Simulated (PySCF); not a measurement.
# C⁺: excitation energy

C⁺ [He] 2s2 2p1 (2P) → C⁺ [He] 2s2 3d1 (2D), as a difference of total energies. All numbers are calculated (PySCF 2.14, the non-relativistic Hamiltonian (point nucleus), in aug-cc-pVTZ (5s4p3d2f, 46 functions)). Correlated levels: valence: 1s2 frozen. The calculations carry no spin-orbit coupling.

```csv
method,excitation energy (eV)
UHF,18.610
LDA,18.216
PBE,18.096
PBE0,18.312
r2SCAN,18.610
M06-L,18.418
wB97M-V,18.314
M06-2X,18.188
B3LYP,18.367
MP2 (valence),18.480
SCS-MP2 (valence),18.457
```

Task: How much does correlation contribute at MP2 (valence)?

Result: 18.480 − (18.610) = -0.130 eV, measured against UHF.

Errors of the correlated levels include the incompleteness of this basis and the frozen core.

The promoted electron is Rydberg-like, and one or two diffuse shells describe it only roughly, which tends to raise the upper state.

For comparison: 18.041 eV (measured; NIST levels, between the centres of gravity of the two terms).
